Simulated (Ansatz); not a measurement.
Geometry optimisation, RHF/def2-SVP (Ansatz).

Input file:

```yaml
crystal:
  periodic: [false, false, false]
  atoms:
    - { symbol: Si, position_ang: [-0.011185, 0.544386, -0.443415] }
    - { symbol: O, position_ang: [0.397671, -0.126988, 2.328416] }
    - { symbol: H, position_ang: [-0.263607, -0.607879, 2.809678] }
    - { symbol: F, position_ang: [1.379646, -0.168372, -0.717016] }
    - { symbol: Cl, position_ang: [-0.598821, 1.480499, -2.15894] }
    - { symbol: F, position_ang: [-1.107811, -0.560135, -0.13037] }
    - { symbol: H, position_ang: [0.097024, 1.532473, 0.620635] }
    - { symbol: H, position_ang: [0.121683, 0.802116, 2.349212] }
basis:
  gaussian: { orbitals: def2-SVP }
hamiltonian:
  xc: hf
relax:
  f_tol: 0.03
  max_steps: 50
```

Launched with:

```bash
$ ansatz run input.yaml --threads 1 --pin off --max-ram 2048MiB --backend cpu --events-out ev --progress --plain --runs-dir out
```

Question: Where does it end, and by what steps?

Answer: It converged. The force dipped under the threshold on the way, but the program's further checks kept it going. After 36 steps the energy has fallen by 0.301 eV; H3 moved furthest, 1.28 Å.

```json
{"step": "0", "energy less start (eV)": "0.0000", "largest force component (eV/Å)": "1.463", "accepted": "yes"}
{"step": "2", "energy less start (eV)": "-0.1262", "largest force component (eV/Å)": "1.811", "accepted": "yes"}
{"step": "4", "energy less start (eV)": "-0.2157", "largest force component (eV/Å)": "0.237", "accepted": "yes"}
{"step": "6", "energy less start (eV)": "-0.2301", "largest force component (eV/Å)": "0.222", "accepted": "yes"}
{"step": "8", "energy less start (eV)": "-0.2352", "largest force component (eV/Å)": "0.174", "accepted": "yes"}
{"step": "10", "energy less start (eV)": "-0.2398", "largest force component (eV/Å)": "0.092", "accepted": "yes"}
{"step": "12", "energy less start (eV)": "-0.2284", "largest force component (eV/Å)": "0.769", "accepted": "no"}
{"step": "14", "energy less start (eV)": "-0.2409", "largest force component (eV/Å)": "0.405", "accepted": "no"}
{"step": "16", "energy less start (eV)": "-0.2443", "largest force component (eV/Å)": "0.072", "accepted": "yes"}
{"step": "18", "energy less start (eV)": "-0.2478", "largest force component (eV/Å)": "0.399", "accepted": "yes"}
{"step": "20", "energy less start (eV)": "-0.2541", "largest force component (eV/Å)": "0.171", "accepted": "yes"}
{"step": "22", "energy less start (eV)": "-0.2641", "largest force component (eV/Å)": "0.404", "accepted": "yes"}
{"step": "24", "energy less start (eV)": "-0.2724", "largest force component (eV/Å)": "0.165", "accepted": "yes"}
{"step": "26", "energy less start (eV)": "-0.2833", "largest force component (eV/Å)": "0.434", "accepted": "yes"}
{"step": "28", "energy less start (eV)": "-0.2949", "largest force component (eV/Å)": "0.210", "accepted": "no"}
{"step": "30", "energy less start (eV)": "-0.2993", "largest force component (eV/Å)": "0.042", "accepted": "yes"}
{"step": "32", "energy less start (eV)": "-0.3008", "largest force component (eV/Å)": "0.009", "accepted": "yes"}
{"step": "34", "energy less start (eV)": "-0.3011", "largest force component (eV/Å)": "0.035", "accepted": "yes"}
{"step": "36", "energy less start (eV)": "-0.3012", "largest force component (eV/Å)": "0.017", "accepted": "yes"}
```

```xyz
8
Properties=species:S:1:pos:R:3
Si -0.109 0.701 -0.408
O 0.308 0.213 2.354
H 0.936 -0.496 2.379
F 0.989 -0.447 -0.299
Cl -0.424 0.996 -2.409
F -1.480 0.137 0.175
H 0.302 1.946 0.202
H -0.507 -0.155 2.664
```

Whether the end is a true minimum wasn't checked by a vibrational analysis.

Time of the run: 60 s on 1 thread of Intel(R) Xeon(R) Platinum 8488C (Sapphire Rapids), on a shared host, peak memory 0.18 GiB.
